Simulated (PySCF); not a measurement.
borohydride (BH4), SMILES [BH4-], charge -1. Atoms are numbered in the order given.

```xyz
5

B      0.0000     0.0000     0.0000
H      0.7144    -0.7144    -0.7144
H     -0.7144    -0.7144     0.7144
H     -0.7144     0.7144    -0.7144
H      0.7144     0.7144     0.7144
```
Charge -1, spin multiplicity 1.

Geometry: B3LYP-D3(BJ)/def2-TZVPD.

The numbers are results of CAM-B3LYP/def2-TZVPD in PySCF, not measurements.

```json
{
  "total_energy": "-27.24267 hartree",
  "point_group": "Td",
  "highest_occupied_level": "-3.39 eV",
  "lowest_empty_level": "4.44 eV",
  "orbital_gap": "7.83 eV",
  "dipole_moment_about_the_centre_of_nuclear_charge": "0.00 D",
  "mean_static_polarisability": "37.7 bohr³ (5.59 Å³)",
  "polarisability_principal_values": "37.7, 37.7, 37.7 bohr³"
}
```
